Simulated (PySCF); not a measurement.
In(F)2(Cl)(OH2), H2ClF2InO, singlet (PBE0/def2-SVP optimised geometry):

```
7

In    -1.221    -0.801     0.000
F     -0.964     1.146     0.000
F     -0.970    -1.607    -1.772
Cl    -2.302    -1.908     1.722
O      1.060    -0.801     0.000
H      1.220     0.156    -0.054
H      1.221    -1.146    -0.894
```

Computed with PBE0/def2-TZVP, def2 effective core potentials past Kr (PySCF 2.14.0).

Task: What are the frontier orbital energies and the dipole moment?

Result: HOMO-2 -10.27 eV, HOMO-1 -9.44 eV, HOMO -9.35 eV, LUMO -2.41 eV, LUMO+1 -0.51 eV; dipole moment 2.88 D.

On the same geometry PBE/def2-TZVP, def2 effective core potentials past Kr (PySCF) gives HOMO-2 -8.48 eV, HOMO-1 -7.97 eV, HOMO -7.87 eV, LUMO -3.34 eV, LUMO+1 -1.30 eV; dipole moment 2.89 D.
